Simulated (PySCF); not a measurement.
Molecule: CF3C(O)Cl, C₂ClF₃O.

Molfile (atoms numbered from 1):
```
C2ClF3O
     RDKit          3D

  7  6  0  0  0  0  0  0  0  0999 V2000
    0.1891    1.5059    1.1096 O   0  0  0  0  0  0  0  0  0  0  0  0
    0.3244    0.3979    0.7301 C   0  0  0  0  0  0  0  0  0  0  0  0
    1.2293   -0.8354    1.5786 Cl  0  0  0  0  0  0  0  0  0  0  0  0
   -0.2958   -0.1459   -0.5780 C   0  0  0  0  0  0  0  0  0  0  0  0
   -1.1733   -1.0998   -0.2955 F   0  0  0  0  0  0  0  0  0  0  0  0
    0.6481   -0.6496   -1.3608 F   0  0  0  0  0  0  0  0  0  0  0  0
   -0.9093    0.8331   -1.2132 F   0  0  0  0  0  0  0  0  0  0  0  0
  1  2  2  0
  2  3  1  0
  2  4  1  0
  4  5  1  0
  4  6  1  0
  4  7  1  0
M  END
```

Geometry PBE0-D3(BJ)/def2-SVP throughout; GIAO in PySCF 2.14.0 with density-fitted response routines, gas phase, one conformer, non-relativistic; equivalent atoms averaged; basis pcSseg-2.

(1) How do the shifts δ (against H2O, TMS, HCl, CFCl3 at the same level) depend on the functional? (ppm; last column core-seconds on 1 thread of an Arm Neoverse V1, shared host; the GGAs took longer than the global hybrids here, which isn't the general rule, and the cause wasn't traced)

(2) Which nucleus moves most, in ppm?

Answers

(1) 
| functional | kind | O1 | C2 | C4 | Cl3 | F5/F6/F7 | core-s |
| --- | --- | --- | --- | --- | --- | --- | --- |
| PBE | GGA | 580.0 | 177.2 | 128.0 | 470.9 | -100.2 | 34 |
| BLYP | GGA | 580.7 | 178.5 | 128.6 | 474.2 | -99.3 | 33 |
| KT3 | GGA | 540.5 | 166.2 | 121.5 | 428.3 | -102.9 | 37 |
| mPW1PW91 | global hybrid | 601.4 | 177.1 | 123.2 | 437.3 | -85.4 | 23 |
| WP04 | global hybrid | 579.7 | 179.9 | 126.9 | 457.6 | -81.6 | 24 |
| CAM-B3LYP | range-separated hybrid | 611.8 | 180.0 | 125.1 | 440.8 | -76.8 | 33 |

(2) O1 (carbonyl oxygen): from 540.5 ppm with KT3 to 611.8 ppm with CAM-B3LYP. The smallest spread is 7.1 ppm, at C4.
